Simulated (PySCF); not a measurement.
C₆H₆N₂S.
SMILES with atom numbers: `[CH3:1][C@@H:2]([C:3]#[N:4])[c:5]1[n:6][cH:7][cH:8][s:9]1` (hydrogens: H10, H11, H12 on C1; H13 on C2; H14 on C7; H15 on C8)

A PySCF run (density fitting, gas phase, GFN2-xTB geometry) gave HOMO -7.31 eV, LUMO -1.49 eV, dipole 3.90 D.

**Question.** Which of these levels was it?
A. PBE0/6-311G**
B. PBE0/pcSseg-1
C. B3LYP/def2-SVPD

**Answer.** C. It is B3LYP/def2-SVPD. All candidates on this geometry:

| level and settings | kind | basis functions | SCF cycles | E (Eh) | HOMO (eV) | LUMO (eV) | dipole (D) |
| --- | --- | --- | --- | --- | --- | --- | --- |
| B3LYP/def2-SVPD | global hybrid | 235 | 16 | -739.5770 | -7.31 | -1.49 | 3.90 |
| PBE0/6-311G**, fitting basis def2-qzvpp-jkfit | global hybrid | 206 | 12 | -739.4653 | -7.42 | -1.14 | 3.82 |
| PBE0/pcSseg-1, start guess sap | global hybrid | 190 | 19 | -739.3199 | -7.55 | -1.26 | 3.88 |

The nearest other candidate, by the summed differences of HOMO and LUMO, is PBE0/6-311G**: its HOMO differs by -0.11 eV and its LUMO by +0.35 eV. Cycle counts include a coarse-grid stage where the run had one. All basis functions are spherical, in the Pople sets too.

Conformer computed: `[CH3:1][C@@H:2]([C:3]#[N:4])[c:5]1[n:6][cH:7][cH:8][s:9]1`: C1–C2–C5–N6 124°.
